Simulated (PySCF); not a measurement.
```xyz
6
charge 0 multiplicity 1, angstrom
V     0.0000    0.0000    0.0000
F     0.0000    0.0019    1.7113
F     1.7480    0.0000    0.0000
F     0.0000    1.4811   -0.8573
F    -1.7480    0.0000    0.0000
F     0.0000   -1.4830   -0.8540
```

All numbers come from PBE in PySCF with V def2-SVP, F def2-SVP; no relativity; density-fitted integrals.

This geometry of VF₅ is a stationary point at this level.

Task: What is the point group?

Result: D3h.

Task: Is it a minimum?

Result: Yes: all harmonic wavenumbers are real.

Task: Which band is strongest in the infrared?

Result: 804 cm⁻¹ (e'), 334 km/mol.

Task: Give the ideal-gas entropy at 298.15 K and 1 bar by parts.

Result: translation 171.0, rotation 98.9, vibration 63.2, spin 0.0; total 333.2 J/(mol K).

Task: What is the atomisation energy, with and without zero-point energy?

Result: 2734 kJ/mol without, 2702 kJ/mol with.

Stability towards spin polarisation was not tested. This need not be the most stable arrangement of these atoms.
